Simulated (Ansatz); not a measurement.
Steps of a relaxation of H$_{7}$NOSiSn, SMILES `[NH2][SnH2][SiH2]O` with RKS PBE-D4/def2-SVP.

```sh
$ ansatz run in.yaml --threads 4 --pin off --events-out ev --progress --plain --max-ram 10444MiB
```

```yaml
crystal:
  periodic: [false, false, false]
  atoms:
    - {symbol: N, position_ang: [-1.717200, 1.112300, -0.202700]}
    - {symbol: Sn, position_ang: [0.196500, 0.816300, -0.729800]}
    - {symbol: Si, position_ang: [1.040100, -1.136900, 0.570400]}
    - {symbol: O, position_ang: [0.181600, -2.508700, 0.256200]}
    - {symbol: H, position_ang: [-2.049300, 2.035600, -0.706500]}
    - {symbol: H, position_ang: [-1.777400, 1.364300, 0.810800]}
    - {symbol: H, position_ang: [0.330200, 0.470300, -2.436900]}
    - {symbol: H, position_ang: [1.191000, 2.257800, -0.366000]}
    - {symbol: H, position_ang: [1.021700, -0.809600, 2.062500]}
    - {symbol: H, position_ang: [2.466400, -1.408200, 0.216900]}
    - {symbol: H, position_ang: [-0.818200, -2.250100, 0.545600]}
basis:
  gaussian: {orbitals: def2-SVP}
hamiltonian: {xc: pbe, dispersion: d4}
relax: {f_tol: 0.03, max_steps: 200}
```

Positions (Å) and forces (eV/Å) along the path, 13 of 21 steps:

```xyz
11
step=1 energy=-17346.5098 eV
N    -1.717    1.112   -0.203   -2.172    2.377   -0.339
Sn    0.197    0.816   -0.730    1.761    0.705   -0.696
Si    1.040   -1.137    0.570    1.232    0.591    1.065
O     0.182   -2.509    0.256   -4.017   -0.158    0.725
H    -2.049    2.036   -0.707    0.492   -1.984    1.073
H    -1.777    1.364    0.811    0.062   -0.159   -0.537
H     0.330    0.470   -2.437   -0.216    0.141    0.154
H     1.191    2.258   -0.366   -0.197   -0.303   -0.173
H     1.022   -0.810    2.062    0.003    0.011   -0.161
H     2.466   -1.408    0.217    0.146   -0.059   -0.085
H    -0.818   -2.250    0.546    2.906   -1.163   -1.026
11
step=3 energy=-17347.0172 eV
N    -1.728    1.107   -0.155   -0.265    0.780    0.082
Sn    0.293    0.902   -0.703   -0.049   -0.198    0.032
Si    1.097   -1.182    0.646    0.149    0.254   -0.054
O     0.121   -2.508    0.276   -0.041    0.101    0.060
H    -2.179    1.819   -0.787    0.339   -0.562    0.488
H    -1.789    1.537    0.799    0.043   -0.260   -0.584
H     0.213    0.594   -2.409   -0.012    0.009    0.031
H     1.273    2.316   -0.449    0.015    0.117    0.014
H     1.070   -0.841    2.120    0.020   -0.028   -0.004
H     2.508   -1.539    0.268   -0.065   -0.054    0.015
H    -0.813   -2.263    0.414   -0.135   -0.158   -0.079
11
step=4 energy=-17347.0372 eV
N    -1.724    1.107   -0.146   -0.107    0.390    0.067
Sn    0.294    0.886   -0.688   -0.056    0.030   -0.067
Si    1.110   -1.165    0.664    0.060   -0.041   -0.062
O     0.118   -2.471    0.258   -0.019    0.044    0.091
H    -2.169    1.798   -0.788    0.193   -0.322    0.282
H    -1.780    1.547    0.795    0.000   -0.147   -0.314
H     0.194    0.587   -2.392    0.004   -0.048    0.010
H     1.246    2.322   -0.475    0.054    0.134    0.037
H     1.092   -0.846    2.142   -0.004   -0.006   -0.006
H     2.510   -1.570    0.290   -0.066    0.026    0.008
H    -0.826   -2.252    0.361   -0.059   -0.060   -0.045
11
step=5 energy=-17347.0519 eV
N    -1.703    1.075   -0.138    0.019    0.051    0.043
Sn    0.324    0.908   -0.662   -0.061   -0.003   -0.090
Si    1.118   -1.178    0.653   -0.017    0.127    0.045
O     0.060   -2.447    0.331    0.260   -0.121   -0.056
H    -2.168    1.707   -0.812    0.039   -0.090    0.102
H    -1.790    1.544    0.779   -0.007   -0.057   -0.121
H     0.245    0.581   -2.362   -0.003    0.003   -0.025
H     1.205    2.394   -0.444    0.056    0.032    0.032
H     1.161   -0.826    2.119    0.036   -0.015    0.070
H     2.489   -1.622    0.233   -0.030   -0.031   -0.006
H    -0.875   -2.193    0.322   -0.292    0.104    0.006
11
step=7 energy=-17347.0912 eV
N    -1.638    0.910   -0.124   -0.106    0.078   -0.198
Sn    0.397    0.962   -0.656    0.073   -0.024    0.025
Si    1.142   -1.149    0.663   -0.269   -0.077   -0.029
O    -0.111   -2.258    0.388   -0.254    0.255   -0.061
H    -2.215    1.406   -0.830    0.202   -0.159    0.204
H    -1.800    1.414    0.760    0.011   -0.021   -0.002
H     0.351    0.612   -2.355    0.000    0.064    0.016
H     1.199    2.501   -0.394   -0.105   -0.101   -0.025
H     1.324   -0.842    2.135    0.011    0.001   -0.060
H     2.426   -1.752    0.151   -0.116    0.001    0.031
H    -1.008   -1.859    0.281    0.553   -0.017    0.099
11
step=9 energy=-17347.1861 eV
N    -1.555    0.727   -0.102   -0.141    0.032   -0.146
Sn    0.468    0.963   -0.668    0.118    0.113   -0.080
Si    1.148   -1.143    0.657   -0.284   -0.292   -0.045
O    -0.247   -2.072    0.396   -0.324    0.555   -0.022
H    -2.182    1.156   -0.807    0.153   -0.168    0.135
H    -1.750    1.245    0.768    0.021   -0.045    0.038
H     0.409    0.702   -2.382    0.004    0.026    0.019
H     1.107    2.566   -0.371   -0.079   -0.098    0.006
H     1.375   -0.804    2.116    0.034   -0.025   -0.067
H     2.347   -1.909    0.145   -0.162    0.106    0.066
H    -1.055   -1.488    0.270    0.661   -0.205    0.096
11
step=10 energy=-17347.2493 eV
N    -1.502    0.631   -0.095   -0.130    0.077   -0.071
Sn    0.505    0.974   -0.694    0.152    0.012    0.039
Si    1.125   -1.131    0.656   -0.075   -0.294   -0.067
O    -0.318   -1.962    0.393   -0.138    0.328    0.098
H    -2.157    1.013   -0.796    0.019   -0.121    0.048
H    -1.712    1.149    0.771    0.011   -0.017    0.037
H     0.432    0.729   -2.408    0.007    0.052    0.010
H     1.074    2.586   -0.345   -0.089   -0.042   -0.030
H     1.395   -0.811    2.110    0.006    0.032   -0.033
H     2.289   -1.942    0.139   -0.123    0.060    0.029
H    -1.065   -1.294    0.288    0.359   -0.087   -0.059
11
step=12 energy=-17347.2946 eV
N    -1.449    0.559   -0.112   -0.118    0.140   -0.085
Sn    0.573    0.997   -0.683   -0.139   -0.144   -0.014
Si    1.114   -1.169    0.644   -0.224   -0.157    0.228
O    -0.418   -1.848    0.537    0.294    0.254   -0.059
H    -2.140    0.793   -0.843    0.095   -0.014    0.035
H    -1.728    1.101    0.719    0.003   -0.021   -0.019
H     0.494    0.809   -2.406    0.028    0.095    0.009
H     0.978    2.638   -0.265   -0.018   -0.083   -0.028
H     1.519   -0.792    2.054    0.031   -0.033   -0.066
H     2.181   -2.064    0.078   -0.029    0.020   -0.051
H    -1.058   -1.082    0.298    0.077   -0.057    0.050
11
step=17 energy=-17347.3389 eV
N    -1.499    0.521   -0.215   -0.140    0.107   -0.027
Sn    0.551    0.976   -0.636    0.014    0.018   -0.015
Si    1.141   -1.198    0.666   -0.064   -0.045    0.036
O    -0.436   -1.657    0.952    0.090    0.058   -0.034
H    -2.073    0.485   -1.072    0.078    0.009    0.133
H    -1.933    1.233    0.395    0.058   -0.110   -0.110
H     0.661    1.045   -2.367   -0.005    0.004    0.015
H     0.856    2.567   -0.009   -0.008   -0.017   -0.005
H     1.940   -0.911    1.917   -0.043   -0.025   -0.062
H     1.922   -2.179   -0.175   -0.039    0.039    0.045
H    -1.064   -0.939    0.564    0.059   -0.037    0.023
11
step=18 energy=-17347.3400 eV
N    -1.497    0.523   -0.213   -0.040    0.042    0.000
Sn    0.552    0.977   -0.639   -0.001    0.018   -0.003
Si    1.139   -1.197    0.666    0.093   -0.037    0.019
O    -0.432   -1.661    0.946   -0.064    0.032   -0.008
H    -2.072    0.483   -1.067    0.026   -0.004    0.039
H    -1.930    1.236    0.392    0.020   -0.037   -0.036
H     0.655    1.049   -2.369    0.001   -0.003    0.005
H     0.854    2.568   -0.014   -0.002   -0.009    0.002
H     1.932   -0.919    1.920   -0.021    0.008   -0.037
H     1.923   -2.179   -0.168   -0.018    0.024    0.009
H    -1.058   -0.937    0.566    0.007   -0.033    0.011
11
step=19 energy=-17347.3406 eV
N    -1.497    0.525   -0.216    0.011   -0.011    0.005
Sn    0.553    0.979   -0.638   -0.013   -0.027    0.015
Si    1.140   -1.199    0.664   -0.004    0.011   -0.006
O    -0.433   -1.651    0.962    0.001   -0.007    0.005
H    -2.066    0.461   -1.071    0.000    0.005   -0.002
H    -1.939    1.244    0.372   -0.004    0.004   -0.006
H     0.663    1.055   -2.366    0.003    0.012   -0.011
H     0.849    2.562    0.006    0.002    0.012   -0.003
H     1.946   -0.917    1.904    0.002   -0.001    0.005
H     1.908   -2.184   -0.177   -0.001   -0.004   -0.003
H    -1.059   -0.932    0.579    0.002    0.007    0.000
11
step=20 energy=-17347.3407 eV
N    -1.498    0.521   -0.219    0.000   -0.010   -0.002
Sn    0.553    0.977   -0.634   -0.002    0.006   -0.007
Si    1.141   -1.203    0.664   -0.056    0.014   -0.010
O    -0.433   -1.639    0.987    0.045   -0.008    0.003
H    -2.058    0.433   -1.079    0.005    0.008    0.013
H    -1.949    1.252    0.347   -0.001   -0.003   -0.012
H     0.673    1.085   -2.361    0.000   -0.014   -0.010
H     0.842    2.559    0.013    0.002    0.006    0.019
H     1.967   -0.924    1.892    0.005   -0.004    0.010
H     1.887   -2.195   -0.188    0.002   -0.007   -0.001
H    -1.059   -0.923    0.598    0.002    0.013   -0.005
11
step=21 energy=-17347.3410 eV
N    -1.498    0.519   -0.221   -0.011    0.006   -0.005
Sn    0.552    0.979   -0.634    0.002    0.003   -0.002
Si    1.140   -1.201    0.662   -0.026   -0.003    0.000
O    -0.432   -1.632    0.995    0.018    0.001    0.001
H    -2.054    0.423   -1.082    0.006    0.006    0.020
H    -1.953    1.255    0.336    0.002   -0.011   -0.015
H     0.676    1.085   -2.361    0.000   -0.002    0.004
H     0.838    2.557    0.026   -0.001   -0.001    0.001
H     1.975   -0.929    1.886    0.001    0.002    0.003
H     1.879   -2.197   -0.193   -0.001   -0.002   -0.002
H    -1.059   -0.917    0.606    0.008    0.000   -0.003
```

Run time 23 s (4 threads of an Arm Neoverse V2 on a shared host); peak host memory 0.16 GiB.
